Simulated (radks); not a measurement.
Coulomb parameter of the 4f shell of neutral erbium in the model configuration [Xe] 4f11 6s2 6p1, as a second difference U = [E(n + 0.5) + E(n - 0.5) - 2 E(n)] / (0.5)^2 with all orbitals relaxed. "Bare": the charge of the atom changes with n. "Screened": the 6p shell takes up the change at fixed total charge, which measures U(4f,4f) + U(6p,6p) - 2 U(4f,6p). Calculated with a radial shooting solver on a logarithmic mesh with Libxc functionals: scalar-relativistic Kohn-Sham, r2SCAN, spin-unpolarised, spherical densities, finite nucleus; meta-GGA in the generalised Kohn-Sham scheme; Fermi nuclear charge, rms radius 5.2516 fm.

| case | configuration | E - E(n) (eV) |
|---|---|---|
| start | [Xe] 4f11 6s2 6p1 | 0.000 |
| bare +0.5 | [Xe] 4f11.5 6s2 6p1 | -4.587 |
| bare -0.5 | [Xe] 4f10.5 6s2 6p1 | 8.432 |
| screened +0.5 | [Xe] 4f11.5 6s2 6p0.5 | -4.175 |
| screened -0.5 | [Xe] 4f10.5 6s2 6p1.5 | 6.545 |

U(bare) = 15.380 eV, U(screened by 6p) = 9.480 eV, against the Slater integral F0(4f,4f) = 33.054 eV with frozen orbitals. The step up makes a negative ion, whose loosely bound charge lowers the bare value.
